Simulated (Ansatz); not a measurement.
Program: Ansatz. Geometries: PBE0-D4/def2-TZVP. ΔE: electronic, gas phase. CCSD(T)/CBS is the MP2 limit (def2-TZVPP, def2-QZVPP) plus CCSD(T) − MP2 in def2-TZVPP, frozen cores. Functionals use def2-TZVPP. HSE06 is defined as in plane-wave codes. One conformer a species, not always the lowest.

`OC(Cl)C[SiH3]` → `CC(Cl)[SiH2]O`  (isomerisation)

`OC(Cl)C[SiH3]`:

Z-matrix (Å, degrees):
```
C
Cl 1 1.831
C 1 1.503 2 109.9
O 1 1.376 2 110.4 3 120.9
H 1 1.094 2 102.7 3 -119.3
Si 3 1.885 1 115.1 2 -56.8
H 3 1.096 1 107.3 2 -177.9
H 3 1.094 1 108.7 2 66.7
H 4 0.963 1 109.2 2 62.3
H 6 1.488 3 109.6 1 -41.9
H 6 1.487 3 108.2 1 -160.2
H 6 1.482 3 112.0 1 79.8
```

`CC(Cl)[SiH2]O`:

```xyz
12

C     0.612   -1.472    0.552
C     0.165   -0.449   -0.468
Cl   -1.395   -0.959   -1.230
Si   -0.170    1.269    0.237
O    -0.761    2.277   -0.915
H     0.736   -2.459    0.099
H    -0.108   -1.559    1.368
H     1.574   -1.169    0.976
H     0.874   -0.391   -1.296
H     1.100    1.877    0.707
H    -1.108    1.085    1.377
H    -1.518    1.951   -1.406
```

(1) Is it downhill or uphill in electronic energy at CCSD(T)/CBS, and by how much? (Best estimate.)

(2) What do these levels give: HSE06-D4, r2SCAN0, HSE06, HF/def2-TZVPP, CCSD(T)/def2-TZVPP, MP2/CBS(def2)? (Best estimate.)

Largest T1 diagnostic among the species: 0.011.

## Answers

(1) Ansatz gave: Downhill: ΔE = -156.3 kJ/mol.

(2) The calculation gave: HSE06-D4 -144.3, r2SCAN0 -151.9, HSE06 -144.0, HF/def2-TZVPP -159.1, CCSD(T)/def2-TZVPP -152.2, MP2/CBS(def2) -163.8 kJ/mol.

From r2SCAN to r2SCAN0 (25 % exact exchange), in def2-TZVPP and without D4, ΔE moves by −3.6 kJ/mol. At CCSD(T), def2-SVP lies +31.7 kJ/mol from the extrapolated value and def2-TZVPP +4.0 kJ/mol.
